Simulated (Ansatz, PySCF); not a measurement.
Species: PbBr (charge 0, doublet). 
Structure (B3LYP-D3(BJ)/def2-TZVP (Ansatz, a first-principles code) minimum search):
SMILES: [Br][Pb]
```xyz
2

Pb     0.0000     0.0000    -0.7892
Br     0.0000     0.0000     1.8489
```
Charge 0, spin multiplicity 2.

Total electronic energies in hartree. Valence correlation only, unless marked. UHF or UKS for open shells. No spin-orbit coupling. The frozen core is the preceding noble-gas configuration, with the filled d and f shells of earlier blocks. Past Kr the def2 sets carry scalar-relativistic core potentials. Basis-set limits of correlation are two-point, X^-3; Hartree-Fock from the larger set. [CCSD(T)-MP2]/basis is that difference in the basis named.

```csv
level,program,energy (Eh)
HF-D3(BJ)/def2-TZVPD,PySCF + dftd3,-2764.32933
RI-HF/def2-TZVPP,Ansatz,-2764.31377
PBE/def2-TZVPD,Ansatz,-2766.71921
PBE-D3(BJ)/def2-TZVPD,Ansatz + dftd3,-2766.72064
revPBE-D4/def2-TZVPD,Ansatz + dftd4,-2766.93843
B3LYP-D3(BJ)/def2-TZVPD,Ansatz + dftd3,-2767.17602
PBE0/def2-SVP,Ansatz,-2766.45629
PBE0-D4/def2-TZVPD,Ansatz + dftd4,-2766.77766
TPSSh-D4/def2-TZVPD,PySCF + dftd4,-2766.93009
r2SCANh-D4/def2-TZVPD,Ansatz + dftd4,-2767.12571
r2SCAN0/def2-TZVPD,Ansatz,-2767.08989
PW6B95-D4/def2-TZVPD,PySCF + dftd4,-2768.29568
HSE06-D3(BJ)/def2-TZVPD,Ansatz + dftd3,-2766.78159
HSE06-D4/def2-TZVPD,Ansatz + dftd4,-2766.78153
CAM-B3LYP/def2-TZVPD,Ansatz,-2767.16708
wB97X/def2-TZVPD,Ansatz,-2767.13401
MP2/def2-QZVPPD,Ansatz,-2764.59937
"MP2/CBS(def2-TZVPPD,def2-QZVPPD)",Ansatz,-2764.6158
SCS-MP2/def2-TZVPP,Ansatz,-2764.52382
SCS-MP2/def2-TZVPPD,Ansatz,-2764.52539
"CCSD/CBS(def2-TZVPP,def2-QZVPP)",Ansatz,-2764.6343
"RI-MP2/CBS(def2-TZVPPD,def2-QZVPPD)+[CCSD(T)-MP2]/def2-SVPD",Ansatz,-2764.6404
"CCSD(T)/CBS(def2-TZVPPD,def2-QZVPPD)",Ansatz,-2764.6474
```

Totals of different functionals don't rank their quality; only differences between species are comparable.
